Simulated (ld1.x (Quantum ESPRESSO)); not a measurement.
## osmium (Os): one change to a TM potential, before and after

- Element: osmium (Os)
- Generator: ld1.x (Quantum ESPRESSO) 7.5
- Type: norm-conserving Troullier–Martins (Kleinman–Bylander form)
- Functional: BLYP
- Relativity: scalar-relativistic
- Frozen core: [Xe] 4f14
- Valence charge: 8
- Reference configuration: 5d6 6s1 6p1
- Partial waves: 6s (bound): rc 2.10 bohr; 6p (bound): rc 3.10 bohr; 5d (bound): rc 1.35 bohr
- Local potential: the d channel
- Core correction: a·sin(br)/r model core, default radius (core density twice the valence density)

Change: all radii but the core radius scaled by about 0.74 (s 1.56, p 2.30, d 1.00 bohr).

Cutoffs: the cutoffs (Ry, on a coarse ladder) from which the occupation-weighted sum of valence levels, in a spherical-Bessel basis at the reference potential, stays within 10 and 1 mRy of its value at 400 Ry; they do not see the model core or the augmentation charge, which bear on the density cutoff. Errors are all-electron minus pseudo energies relative to the spin-unpolarised reference configuration.

Problem. What does the change do?

Solution. Both files keep a bound ghost (p, s); the number of tests that count goes from 6 to 7; of the 6 tests that both files solve, the error grows in 3 and shrinks in 3 by more than 15 % and 0.3 meV (median size 10.6 → 7.0 meV).

| quantity | base | changed |
| --- | --- | --- |
| cutoff, loose | 35 Ry | 180 Ry |
| cutoff, tight | 70 Ry | over 300 Ry |
| loose cutoff by channel (10 mRy a level) | s 12 Ry, p 6 Ry, d 30 Ry | s 90 Ry, p 6 Ry, d 160 Ry |
| bound ghosts | s, p | p, s |
| tests counted (converged, no solver errors) | 6 of 7 | 7 of 7 |
| error for 5d6 6s2 6p0, meV [ΔE -5.02 eV] | -0.8 | -3.7 |
| error for 5d6 6s1 6p0, meV [ΔE 4.51 eV] | -5.3 | -4.2 |
| error for 5d6 6s0 6p0, meV [ΔE 21.49 eV] | -26 | -20 |
| error for 5d5 6s0 6p0, meV [ΔE 50.26 eV] | -55 | -98 |
| error for 5d6 6s1.5 6p0, meV [ΔE -1.14 eV] | -1.5 | -3.6 |
| error for 5d6.5 6s1.5 6p0, meV [ΔE -4.94 eV] | -16 | -9.8 |

Base: Tests not counted: 5d6 6s0 6p1 (solver errors, printed error -3.0 eV). These tests converged, but a pseudo level misses the all-electron one widely, so the file describes the atom poorly there or has found another state: 5d6 6s0 6p0: empty 6p by 2.4 eV. Changed file: ld1.x printed “convergence not achieved” for 3 of the counted tests; their residual had stalled under 1e-8, short of the target of 1e-14. A true bound ghost makes a file unfit for plane-wave use even where its test errors are small: the radial tests pick states by their node count and pass the ghost by. Where a test does run into it, the solver fails or the error is huge.
